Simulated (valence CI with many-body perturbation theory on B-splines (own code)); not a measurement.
Level structure of Er XXXVI

Method: relativistic CI+MBPT: five valence electrons over a frozen Dirac-Fock core [Ar] 3d10, radial functions for each j: 11 s, 11 p, 10 d, 8 f, 5 g, 2 h, with the one-electron correlation potential Σ1 (screened to all orders), the two-electron term Σ2, the three-electron term Σ3, Breit, model QED; selected single and double excitations, second order for the rest, scaled by the run's own slope (own B-spline code, finite nucleus).

The last digits are not significant, and no measured levels were compared; by estimate large intervals hold to a few tenths of a per cent, small ones and those within an open d or f shell to about a per cent. Among the levels kept, up to 2100 cm⁻¹ of a level comes from second order outside the variational space, and about a tenth of that is noise between levels of different J, which matters for small intervals.

Levels 1 to 45 of 173, with energies above the lowest level, (4s^2 4p1/2^2 4p3/2) J=3/2. "Leading %" is the weight of the configuration and term that name the level; weights of strongly mixed levels are sums over their largest components and can fall short. In the jj column 3d3/2^4 stands for four electrons in 3d with j = 3/2. Lifetimes count E1, E2, E3, M1 and M2 decay at the calculated energies, and are blank where another channel may lead or the interval is too uncertain; long ones can be off by a factor of two.

```tsv
No.	Configuration	Term	J	E (cm⁻¹)	Leading %	Second component	Lifetime	Leading jj
1	4s²4p³	²P°	3/2	0	45	28 % 4s²4p³ ⁴S°		4s^2 4p1/2^2 4p3/2 (98 %)
2	4s²4p³	⁴S°	3/2	442650	53	45 % 4s²4p³ ²D°	580 ns	4s^2 4p1/2 4p3/2^2 (98 %)
3	4s²4p³	²D°	5/2	481400	99		2.88 μs	4s^2 4p1/2 4p3/2^2 (99 %)
4	4s²4p³	²P°	1/2	530070	99		800 ns	4s^2 4p1/2 4p3/2^2 (99 %)
5	4s²4p³	²P°	3/2	979360	53	28 % 4s²4p³ ²D°	282 ns	4s^2 4p3/2^3 (98 %)
6	4s²4p²4d	²D	3/2	1063700	34	33 % 4s²4p²4d ⁴F	482 ps	4s^2 4p1/2^2 4d3/2 (90 %)
7	4s4p⁴	⁴P	5/2	1091000	64	20 % 4s4p⁴ ²D	64.6 ps	4s 4p1/2^2 4p3/2^2 (84 %)
8	4s4p⁴	²S	1/2	1216300	54	34 % 4s4p⁴ ⁴P	7.16 ps	4s 4p1/2^2 4p3/2^2 (91 %)
9	4s²4p²4d	²D	5/2	1237000	23	23 % 4s²4p²4d ⁴D	4.99 ps	4s^2 4p1/2^2 4d5/2 (82 %)
10	4s4p⁴	²D	3/2	1237500	32	31 % 4s4p⁴ ²P	3.56 ps	4s 4p1/2^2 4p3/2^2 (79 %)
11	4s²4p²4d	⁴F	3/2	1504900	30	27 % 4s²4p²4d ⁴D	42.8 ps	4s^2 4p1/2 4p3/2 4d3/2 (88 %)
12	4s²4p²4d	²F	5/2	1508800	44	44 % 4s²4p²4d ⁴F	277 ps	4s^2 4p1/2 4p3/2 4d3/2 (95 %)
13	4s²4p²4d	⁴D	1/2	1510800	75	14 % 4s²4p²4d ²P	148 ps	4s^2 4p1/2 4p3/2 4d3/2 (95 %)
14	4s4p⁴	⁴P	3/2	1547400	52	21 % 4s²4p²4d ²P	44.7 ps	4s 4p1/2 4p3/2^3 (62 %)
15	4s²4p²4d	²G	7/2	1547900	43	27 % 4s²4p²4d ²F	5.04 μs	4s^2 4p1/2 4p3/2 4d3/2 (93 %)
16	4s4p⁴	²D	5/2	1592700	39	18 % 4s²4p²4d ²D	91.6 ps	4s 4p1/2 4p3/2^3 (53 %)
17	4s²4p²4d	⁴D	7/2	1612600	47	36 % 4s²4p²4d ⁴F	2.06 ns	4s^2 4p1/2 4p3/2 4d5/2 (99 %)
18	4s²4p²4d	²P	1/2	1647300	27	27 % 4s²4p²4d ⁴P	1.39 ps	4s^2 4p1/2 4p3/2 4d3/2 (65 %)
19	4s²4p²4d	⁴P	5/2	1647800	35	19 % 4s²4p²4d ²D	1.12 ps	4s^2 4p1/2 4p3/2 4d3/2 (70 %)
20	4s²4p²4d	²D	3/2	1653600	33	22 % 4s²4p²4d ²P	865 fs	4s^2 4p1/2 4p3/2 4d3/2 (81 %)
21	4s²4p²4d	²G	9/2	1654800	57	42 % 4s²4p²4d ⁴F		4s^2 4p1/2 4p3/2 4d5/2 (98 %)
22	4s²4p²4d	⁴D	3/2	1691400	31	24 % 4s4p⁴ ²D	4.00 ps	4s^2 4p1/2 4p3/2 4d5/2 (50 %)
23	4s²4p²4d	²S	1/2	1715900	34	21 % 4s4p⁴ ⁴P	1.82 ps	4s 4p1/2 4p3/2^3 (36 %)
24	4s²4p²4d	⁴D	5/2	1729800	32	29 % 4s²4p²4d ²F	2.19 ps	4s^2 4p1/2 4p3/2 4d5/2 (49 %)
25	4s²4p²4d	²F	7/2	1744400	44	30 % 4s²4p²4d ²G	3.41 ps	4s^2 4p1/2 4p3/2 4d5/2 (86 %)
26	4s²4p²4d	²P	3/2	1757200	38	21 % 4s4p⁴ ²P	2.04 ps	4s^2 4p1/2 4p3/2 4d5/2 (62 %)
27	4s²4p²4d	²D	5/2	1771200	48	21 % 4s²4p²4d ⁴P	1.51 ps	4s^2 4p1/2 4p3/2 4d5/2 (77 %)
28	4s²4p²4d	²D	3/2	1796900	40	18 % 4s4p⁴ ²P	2.12 ps	4s^2 4p1/2 4p3/2 4d5/2 (45 %)
29	4s²4p²4d	²P	1/2	1827900	56	16 % 4s4p⁴ ²P	1.48 ps	4s^2 4p1/2 4p3/2 4d5/2 (62 %)
30	4s²4p²4d	⁴P	1/2	2081200	32	25 % 4s²4p²4d ²S	2.20 ps	4s^2 4p3/2^2 4d3/2 (42 %)
31	4s²4p²4d	²D	3/2	2092000	37	26 % 4s²4p²4d ⁴P	1.03 ps	4s^2 4p3/2^2 4d3/2 (89 %)
32	4s²4p²4d	²P	1/2	2094900	65	12 % 4s²4p²4d ⁴D	2.49 ps	4s^2 4p3/2^2 4d5/2 (47 %)
33	4s²4p²4d	²D	5/2	2097800	30	19 % 4s²4p²4d ⁴D	1.15 ps	4s^2 4p3/2^2 4d3/2 (83 %)
34	4s²4p²4d	²F	7/2	2103500	43	40 % 4s²4p²4d ⁴D	4.98 ps	4s^2 4p3/2^2 4d5/2 (78 %)
35	4s²4p²4d	⁴F	9/2	2119200	57	42 % 4s²4p²4d ²G	490 ns	4s^2 4p3/2^2 4d5/2 (98 %)
36	4s²4p²4d	²F	7/2	2127100	67	25 % 4s²4p²4d ²G	1.42 ps	4s^2 4p3/2^2 4d3/2 (72 %)
37	4s4p³4d	⁶D°	5/2	2160300	28	22 % 4s4p³4d ⁴F°	40.2 ps	4s 4p1/2^2 4p3/2 4d3/2 (90 %)
38	4s4p³4d	⁶D°	3/2	2165400	35	17 % 4s4p³4d ⁴D°	27.1 ps	4s 4p1/2^2 4p3/2 4d3/2 (92 %)
39	4s4p³4d	⁶D°	1/2	2165400	42	40 % 4s4p³4d ⁴P°	48.5 ps	4s 4p1/2^2 4p3/2 4d3/2 (92 %)
40	4s²4p²4d	²D	3/2	2172100	62	19 % 4s²4p²4d ²P	1.23 ps	4s^2 4p3/2^2 4d3/2 (84 %)
41	4s4p³4d	⁶D°	7/2	2180300	28	23 % 4s4p³4d ⁴F°	80.0 ps	4s 4p1/2^2 4p3/2 4d3/2 (77 %)
42	4s²4p²4d	²D	5/2	2214200	78	13 % 4s²4p²4d ⁴D	539 ps	4s^2 4p3/2^2 4d5/2 (98 %)
43	4s4p³4d	⁴F°	3/2	2242500	29	15 % 4s4p³4d ²D°	7.92 ps	4s 4p1/2^2 4p3/2 4d3/2 (73 %)
44	4s4p³4d	⁴F°	9/2	2257500	42	40 % 4s4p³4d ⁶D°	70.7 ps	4s 4p1/2^2 4p3/2 4d5/2 (93 %)
45	4s4p³4d	⁴G°	5/2	2275000	27	18 % 4s4p³4d ²F°	10.5 ps	4s 4p1/2^2 4p3/2 4d3/2 (78 %)
```

The ionisation energy to 4s²4p² ³P0 of the next ion comes out as 1517.8 eV (NIST: 1516 ± 5 eV (theoretical)). All 173 levels together are meant to be complete up to 3399700 cm⁻¹.
